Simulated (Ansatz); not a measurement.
`[F][Al]1[O]C[SiH2]1` + H₂ → `C1[O][AlH][SiH2]1` + H–F at 298.15 K and 1 bar (hydrogenolysis of the Al–F bond).

Calculated with Ansatz (gas phase, PBE0-D4/def2-TZVP geometries, no zero-point term in ΔE). CCSD(T)/CBS adds triple-zeta CCSD(T) − MP2 to the extrapolated MP2 energy (def2 sets, frozen cores). This one scheme is used for every species.

```json
{"species": "`[F][Al]1[O]C[SiH2]1`", "CCSD(T)/CBS energy (Eh)": "-746.60974", "H − E (kJ/mol)": "153.7", "S (J/(mol·K))": "334.4"}
{"species": "H₂", "CCSD(T)/CBS energy (Eh)": "-1.17544", "H − E (kJ/mol)": "35.1", "S (J/(mol·K))": "130.4"}
{"species": "`C1[O][AlH][SiH2]1`", "CCSD(T)/CBS energy (Eh)": "-647.32575", "H − E (kJ/mol)": "161.7", "S (J/(mol·K))": "310.7"}
{"species": "H–F", "CCSD(T)/CBS energy (Eh)": "-100.39570", "H − E (kJ/mol)": "33.5", "S (J/(mol·K))": "173.6"}
```

H − E and S are ideal-gas, rigid-rotor, harmonic terms from PBE0-D4/def2-TZVP. For small species the MP2-based limit differs from directly extrapolated CCSD(T) by up to some mEh (0.8 for H₂); such offsets cancel only in part. 1 Eh = 2625.50 kJ/mol, R = 8.31446 J/(mol·K).

Q: By hand: ΔE, ΔH, ΔS and ΔG.

A: ΔE = (-647.32575) + (-100.39570) − (-746.60974) − (-1.17544) = 0.06373 Eh = 167.3 kJ/mol. Δ(H − E) = 161.7 + 33.5 − 153.7 − 35.1 = 6.4, so ΔH = 173.7 kJ/mol. ΔS = 310.7 + 173.6 − 334.4 − 130.4 = 19.5 J/(mol·K). ΔG = 173.7 − 298.15 × (19.5)/1000 = 167.9 kJ/mol.

Q: By hand: the equilibrium constant, and the temperature at which ΔG would vanish if ΔH and ΔS stayed fixed.

A: log₁₀ K = −ΔG/(RT ln 10) = -29.4. ΔG = 0 at ΔH/ΔS = 8908 K, far beyond where these terms or the molecules hold.

ΔH outweighs TΔS. A doubt of 5 kJ/mol in ΔE shifts log₁₀ K by 0.9 here. These are equilibria of isolated gas molecules and say nothing of rates. Largest T1 diagnostic: 0.016 (customary marks: 0.02 for closed shells, 0.045 for open ones).
